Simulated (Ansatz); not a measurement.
Species: sum formula H3SiSO2, charge 0, multiplicity 2. It need not be the lowest isomer of its formula. 
Geometry from a B3LYP-D3(BJ)/def2-TZVP (Ansatz, an electronic-structure program) optimisation:
SMILES: S[Si](O)O
```xyz
7

O      1.3585     0.4194    -1.0590
Si    -0.1760     0.3852    -0.4403
O     -0.2767     1.7180     0.5178
S     -0.4012    -1.4471     0.7002
H      1.6199    -0.3023    -1.6386
H      0.3481     2.4305     0.3441
H     -1.7392    -1.4660     0.5843
```
Charge 0, spin multiplicity 2.

Parts of the frozen-core correlation energy in aug-cc-pV(D+d)Z (Ansatz, hartree). Frozen orbitals: 12; correlated occupied orbitals by spin: 13 and 12; virtual: 112 and 113. Open shells are spin-unrestricted. No spin-orbit coupling. No relativistic terms.

| term | value |
|---|---|
| reference (HF) | -838.06632 |
| MP2 opposite-spin | -0.46323 |
| MP2 same-spin | -0.16705 |
| CCSD correlation | -0.66039 |
| (T) | -0.02147 |
| T1 diagnostic | 0.017 |
| largest doubles amplitude | 0.013 |
| <S^2> of the reference | 0.757 |
